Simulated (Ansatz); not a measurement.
Species: C4H3N, SMILES `N#CC#CC` (charge 0, multiplicity 1), formula C$_{4}$H$_{3}$N.

Task: How many basis functions does frozen-core CCSD(T)/cc-pVTZ // B3LYP-D3(BJ)/def2-TZVP run with Ansatz (a first-principles code) use, how many core orbitals are frozen, and how many electrons are correlated?

Result: 192 basis functions and 5 frozen orbitals, which leaves 24 correlated electrons. Core time is of the order of seconds.
